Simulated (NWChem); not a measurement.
System: NH$_{4}$ cation; SMILES [NH4+]

The following NWChem deck was run.

```
start job
memory heap 200 mb stack 900 mb global 1100 mb
charge 1
geometry units angstroms
  N     -0.000000     0.000000    -0.000000
  H     -0.688316    -0.294313    -0.706845
  H      0.075697     1.026790    -0.001355
  H     -0.304513    -0.320449     0.929846
  H      0.917134    -0.412030    -0.221644
end
basis spherical
  * library def2-tzvp
end
dft
  xc pbe0
  disp vdw 4
  iterations 150
end
driver
  maxiter 120
end
task dft optimize
task dft freq
```

NWChem printed, in part:

```
             Northwest Computational Chemistry Package (NWChem) 7.3.0
             --------------------------------------------------------

 TD  symmetry detected

                             Geometry "geometry" -> ""
                             -------------------------

 Output coordinates in angstroms (scale by  1.889725989 to convert to a.u.)

  No.       Tag          Charge          X              Y              Z
 ---- ---------------- ---------- -------------- -------------- --------------
    1 N                    7.0000     0.00000000     0.00000000     0.00000000
    2 H                    1.0000    -0.59442671    -0.59442671    -0.59442671
    3 H                    1.0000     0.59442671     0.59442671    -0.59442671
    4 H                    1.0000    -0.59442671     0.59442671     0.59442671
    5 H                    1.0000     0.59442671    -0.59442671     0.59442671

 Effective nuclear repulsion energy (a.u.)      16.2797732963

      Symmetry information
      --------------------

 Group name              Td
 Group number             42
 Group order              24
 No. of unique centers     2

                                Z-matrix (autoz)
                                --------

 Units are Angstrom for bonds and degrees for angles

      Type          Name      I     J     K     L     M      Value
      ----------- --------  ----- ----- ----- ----- ----- ----------
    1 Stretch                  1     2                       1.02958
    2 Stretch                  1     3                       1.02958
    3 Stretch                  1     4                       1.02958
    4 Stretch                  1     5                       1.02958
    5 Bend                     2     1     3               109.47122
    6 Bend                     2     1     4               109.47122
    7 Bend                     2     1     5               109.47122
    8 Bend                     3     1     4               109.47122
    9 Bend                     3     1     5               109.47122
   10 Bend                     4     1     5               109.47122

                           NWChem Geometry Optimization
                           ----------------------------

 maximum gradient threshold         (gmax) =   0.000450
 rms gradient threshold             (grms) =   0.000300
 maximum cartesian step threshold   (xmax) =   0.001800
 rms cartesian step threshold       (xrms) =   0.001200
 fixed trust radius                (trust) =   0.300000
 source of zmatrix                         =   autoz

          -------------------
          Energy Minimization
          -------------------

 Using diagonal initial Hessian
 Scaling for Hessian diagonals: bonds = 1.00  angles = 0.25  torsions = 0.10

          --------
          Step   0

                                 NWChem DFT Module
                                 -----------------

 Summary of "ao basis" -> "ao basis" (spherical)
 ------------------------------------------------------------------------------
       Tag                 Description            Shells   Functions and Types
 ---------------- ------------------------------  ------  ---------------------
 N                         def2-tzvp                11       31   5s3p2d1f
 H                         def2-tzvp                 4        6   3s1p

      Symmetry analysis of basis
      --------------------------

        a1         10
        a2          0
        e           6
        t1          6
        t2         33

            General Information
            -------------------
          SCF calculation type: DFT
          Wavefunction type:  closed shell.
          No. of atoms     :     5
          No. of electrons :    10
           Alpha electrons :     5
            Beta electrons :     5
          Charge           :     1
          Spin multiplicity:     1
          Use of symmetry is: on ; symmetry adaption is: on
          Maximum number of iterations: 150
          AO basis - number of functions:    55
                     number of shells:    27
          Convergence on energy requested:  1.00D-06
          Convergence on density requested:  1.00D-05
          Convergence on gradient requested:  5.00D-04

              XC Information
              --------------
                         PBE0 Method XC Functional
                     Hartree-Fock (Exact) Exchange  0.250
          PerdewBurkeErnzerhof Exchange Functional  0.750
            Perdew 1991 LDA Correlation Functional  1.000 local
           PerdewBurkeErnz. Correlation Functional  1.000 non-local

             Grid Information
             ----------------
          Grid used for XC integration:  medium
          Radial quadrature: Mura-Knowles
          Angular quadrature: Lebedev.
          Tag              B.-S. Rad. Rad. Pts. Rad. Cut. Ang. Pts.
          ---              ---------- --------- --------- ---------
          N                   0.65       49           6.0       434
          H                   0.35       45           7.0       434
          Grid pruning is: on
          Number of quadrature shells:    94
          Spatial weights used:  Erf1

           DFT-D3BJ Model
          s6 scale factor  :        1.000000000000
          s8 scale factor  :        1.217700000000
          a1 parameter     :        0.414500000000
          a2 parameter     :        4.859300000000
              vdW contrib  :       -0.000916555304

      Superposition of Atomic Density Guess
      -------------------------------------

 Sum of atomic energies:         -56.31078862

 Renormalizing density from      11.00 to     10

      Non-variational initial energy
      ------------------------------

 Total energy =     -53.142568
 1-e energy   =     -97.369367
 2-e energy   =      27.947026
 HOMO         =      -1.181642
 LUMO         =      -0.290141

      Symmetry analysis of molecular orbitals - initial
      -------------------------------------------------

  Numbering of irreducible representations:

     1 a1          2 a2          3 e           4 t1          5 t2

  Orbital symmetries:

     1 a1          2 a1          3 t2          4 t2          5 t2
     6 a1          7 t2          8 t2          9 t2         10 t2
    11 t2         12 t2         13 a1         14 t2         15 t2

   convergence    iter        energy       DeltaE   RMS-Dens  Diis-err
 ---------------- ----- ----------------- --------- --------- ---------
 d= 0,ls=0.0,diis     1    -56.6522857180 -7.29D+01  1.53D-02  2.55D+00
 d= 0,ls=0.0,diis     2    -56.5946964961  5.76D-02  8.99D-03  2.49D+00
 d= 0,ls=0.0,diis     3    -56.8527382872 -2.58D-01  7.65D-04  1.89D-02
 d= 0,ls=0.0,diis     4    -56.8546980750 -1.96D-03  1.67D-05  3.74D-06
 d= 0,ls=0.0,diis     5    -56.8546985009 -4.26D-07  3.18D-06  9.95D-08

         Total DFT energy =      -56.854698500896
      One electron energy =     -104.845644094427
           Coulomb energy =       39.774257929382
    Exchange-Corr. energy =       -8.062169076857
 Nuclear repulsion energy =       16.279773296310

    Dispersion correction =       -0.000916555304

 Numeric. integr. density =       10.000005222600

                  Occupations of the irreducible representations
                  ----------------------------------------------

                     irrep           alpha         beta
                     --------     --------     --------
                     a1                2.0          2.0
                     a2                0.0          0.0
                     e                 0.0          0.0
                     t1                0.0          0.0
                     t2                3.0          3.0

                       DFT Final Molecular Orbital Analysis
                       ------------------------------------

 Vector    3  Occ=2.000000D+00  E=-8.348540D-01  Symmetry=t2
              MO Center= -1.4D-01, -2.5D-02, -5.8D-02, r^2= 8.9D-01
   Bfn.  Coefficient  Atom+Function         Bfn.  Coefficient  Atom+Function
  ----- ------------  ---------------      ----- ------------  ---------------
     7      0.334791  1 N  py                10      0.283110  1 N  py
    33     -0.180282  2 H  s                 32     -0.147719  2 H  s
     8      0.145794  1 N  pz                45      0.140480  4 H  s
    11      0.123289  1 N  pz                13      0.122870  1 N  py
    44      0.115106  4 H  s                 39      0.082973  3 H  s

[...]

      ----------------------
      Optimization converged
      ----------------------

  Step       Energy      Delta E   Gmax     Grms     Xrms     Xmax
  ---- ---------------- -------- -------- -------- -------- --------
@    2     -56.85481035 -1.3D-07  0.00000  0.00000  0.00002  0.00002
                                     ok       ok       ok       ok

                                Z-matrix (autoz)
                                --------

 Units are Angstrom for bonds and degrees for angles

      Type          Name      I     J     K     L     M      Value     Gradient
      ----------- --------  ----- ----- ----- ----- ----- ---------- ----------
    1 Stretch                  1     2                       1.02358    0.00000
    2 Stretch                  1     3                       1.02358    0.00000
    3 Stretch                  1     4                       1.02358    0.00000
    4 Stretch                  1     5                       1.02358    0.00000
    5 Bend                     2     1     3               109.47122   -0.00000
    6 Bend                     2     1     4               109.47122    0.00000
    7 Bend                     2     1     5               109.47122   -0.00000
    8 Bend                     3     1     4               109.47122   -0.00000
    9 Bend                     3     1     5               109.47122    0.00000
   10 Bend                     4     1     5               109.47122   -0.00000

                         Geometry "geometry" -> "geometry"
                         ---------------------------------

 Output coordinates in angstroms (scale by  1.889725989 to convert to a.u.)

  No.       Tag          Charge          X              Y              Z
 ---- ---------------- ---------- -------------- -------------- --------------
    1 N                    7.0000     0.00000000     0.00000000     0.00000000
    2 H                    1.0000    -0.59096218    -0.59096218    -0.59096218
    3 H                    1.0000     0.59096218     0.59096218    -0.59096218
    4 H                    1.0000    -0.59096218     0.59096218     0.59096218
    5 H                    1.0000     0.59096218    -0.59096218     0.59096218

 Effective nuclear repulsion energy (a.u.)      16.3752136927

      Symmetry information
      --------------------

 Group name              Td
 Group number             42
 Group order              24
 No. of unique centers     2

                Final and change from initial internal coordinates
                --------------------------------------------------

                                Z-matrix (autoz)
                                --------

 Units are Angstrom for bonds and degrees for angles

      Type          Name      I     J     K     L     M      Value       Change
      ----------- --------  ----- ----- ----- ----- ----- ---------- ----------
    1 Stretch                  1     2                       1.02358   -0.00600
    2 Stretch                  1     3                       1.02358   -0.00600
    3 Stretch                  1     4                       1.02358   -0.00600
    4 Stretch                  1     5                       1.02358   -0.00600
    5 Bend                     2     1     3               109.47122    0.00000
    6 Bend                     2     1     4               109.47122    0.00000
    7 Bend                     2     1     5               109.47122    0.00000
    8 Bend                     3     1     4               109.47122    0.00000
    9 Bend                     3     1     5               109.47122    0.00000
   10 Bend                     4     1     5               109.47122    0.00000

 ==============================================================================
                                internuclear distances
 ------------------------------------------------------------------------------
       center one      |      center two      | atomic units |  angstroms
 ------------------------------------------------------------------------------
    2 H                |   1 N                |     1.93428  |     1.02358
    3 H                |   1 N                |     1.93428  |     1.02358
    4 H                |   1 N                |     1.93428  |     1.02358
    5 H                |   1 N                |     1.93428  |     1.02358
 ------------------------------------------------------------------------------
                         number of included internuclear distances:          4
 ==============================================================================

[second-derivative integrals and response iterations left out]

  Vibrational analysis via the FX method

  See chapter 2 in "Molecular Vibrations" by Wilson, Decius and Cross

  Vib: Default input used

[...]

 Rotational Constants
 --------------------
 A=   5.986949 cm-1  (  8.613692 K)
 B=   5.986949 cm-1  (  8.613692 K)
 C=   5.986949 cm-1  (  8.613692 K)

 Temperature                      =   298.15K
 frequency scaling parameter      =   1.0000

 Zero-Point correction to Energy  =   31.158 kcal/mol  (  0.049654 au)
 Thermal correction to Energy     =   32.947 kcal/mol  (  0.052505 au)
 Thermal correction to Enthalpy   =   33.540 kcal/mol  (  0.053449 au)

 Total Entropy                    =   44.385 cal/mol-K
   - Translational                =   34.597 cal/mol-K (mol. weight =  18.0344)
   - Rotational                   =    9.741 cal/mol-K (symmetry #  =       12)
   - Vibrational                  =    0.047 cal/mol-K

 Cv (constant volume heat capacity) =    6.266 cal/mol-K
   - Translational                  =    2.979 cal/mol-K
   - Rotational                     =    2.979 cal/mol-K
   - Vibrational                    =    0.307 cal/mol-K

[normal modes left out]

 ----------------------------------------------------------------------------
 Normal Eigenvalue ||           Projected Infra Red Intensities
  Mode   [cm**-1]  || [atomic units] [(debye/angs)**2] [(KM/mol)] [arbitrary]
 ------ ---------- || -------------- ----------------- ---------- -----------
    1       -0.000 ||    0.001047           0.024         1.021       0.127
    2        0.000 ||    0.000483           0.011         0.471       0.059
    3        0.000 ||    0.054397           1.255        53.029       6.619
    4        0.000 ||    0.054872           1.266        53.492       6.677
    5        0.000 ||    0.000166           0.004         0.162       0.020
    6        0.000 ||    0.055384           1.278        53.991       6.739
    7     1481.310 ||    0.164967           3.806       160.818      20.073
    8     1481.310 ||    0.164967           3.806       160.818      20.073
    9     1481.310 ||    0.164967           3.806       160.818      20.073
   10     1722.182 ||    0.000000           0.000         0.000       0.000
   11     1722.182 ||    0.000000           0.000         0.000       0.000
   12     3396.967 ||    0.000000           0.000         0.000       0.000
   13     3506.929 ||    0.190507           4.395       185.716      23.180
   14     3506.929 ||    0.190507           4.395       185.716      23.180
   15     3506.929 ||    0.190507           4.395       185.716      23.180
 ----------------------------------------------------------------------------
```

Level: PBE0-D3(BJ)/def2-TZVP.
